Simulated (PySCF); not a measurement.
Ligands exchanged one at a time, Sn OCH3-SiH3. All species are isolated molecules in the gas phase. One relaxed conformer stands for each flexible species; it need not be the lowest. Strings in code marks are SMILES.

The HOMO from two functionals at the same geometries (PBE0-D4/def2-SVP), both in PySCF: PBE-D3(BJ)/def2-TZVP and PBE0-D4/def2-TZVP. 

```
species                                                                                  PBE-D3(BJ)/def2-TZVP (eV)
---------------------------------------------------------------------------------------  -------------------------
0 of 4 OCH3 replaced by SiH3                                                                                 -6.34
1 of 4 OCH3 replaced by SiH3 (`[O](C)[Sn]([O]C)([O]C)[SiH3]`)                                                -5.96
2 of 4 OCH3 replaced by SiH3                                                                                 -5.89
3 of 4 OCH3 replaced by SiH3 (`C[O][Sn]([SiH3])([SiH3])[SiH3]` (C–O–Sn–Si torsion 61°))                      -5.71
```

What does PBE0-D4/def2-TZVP give for each?


- 0 of 4 OCH3 replaced by SiH3: -7.95
- 1 of 4 OCH3 replaced by SiH3 (`[O](C)[Sn]([O]C)([O]C)[SiH3]`): -7.49
- 2 of 4 OCH3 replaced by SiH3: -7.38
- 3 of 4 OCH3 replaced by SiH3 (`C[O][Sn]([SiH3])([SiH3])[SiH3]` (C–O–Sn–Si torsion 61°)): -7.05
Over these rows, drawn at random from the members with no instability flagged (it was tested for open shells, ions and some series alone), PBE minus PBE0-D4: mean +1.49 eV, from +1.34 eV to +1.61 eV.
